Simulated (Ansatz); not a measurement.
`[Cl][SnH2][I]` and `[Cl][SnH2][Cl]` differ in one atom or group.

Ansatz, PBE0-D4/def2-TZVP geometries, multiplicity 1. 

Elements past krypton have def2 core potentials.

| property | `[Cl][SnH2][I]` |
| --- | --- |
| LUMO energy (PBE0/def2-TZVPP) / eV | -1.84 |
| HOMO energy (B3LYP/def2-TZVPP) / eV | -7.64 |
| ideal-gas entropy at 298 K and 1 bar (rigid rotor, harmonic PBE0-D4/def2-TZVP) / J/(mol·K) | 340 |
| HOMO–LUMO gap (PBE0/def2-TZVPP) / eV | 6.05 |
| HOMO energy (PBE/def2-TZVPP) / eV | -6.75 |
| HOMO energy (ωB97M-V/def2-TZVPP) / eV | -10.02 |

Q: What does the change do to each property? (Best estimate.)

A: Computed: 
```
                                                                                  property  `[Cl][SnH2][Cl]`  shift
                                                        LUMO energy (PBE0/def2-TZVPP) / eV             -1.37   0.47
                                                       HOMO energy (B3LYP/def2-TZVPP) / eV             -8.68  -1.04
ideal-gas entropy at 298 K and 1 bar (rigid rotor, harmonic PBE0-D4/def2-TZVP) / J/(mol·K)               315    -25
                                                      HOMO–LUMO gap (PBE0/def2-TZVPP) / eV              7.57   1.52
                                                         HOMO energy (PBE/def2-TZVPP) / eV             -7.58  -0.83
                                                     HOMO energy (ωB97M-V/def2-TZVPP) / eV            -11.15  -1.13
```

With PBE0 the HOMO falls by 1.05 eV and the LUMO rises by 0.47 eV, so the gap widens by about 1.52 eV. PBE moves the HOMO by -0.83 eV and ωB97M-V by -1.13 eV.

B3LYP here is the variant with VWN-RPA as its local correlation; programs differ in this.

Spin–orbit coupling is left out; it splits and shifts lone-pair levels of the heavy atoms by tenths of an eV.
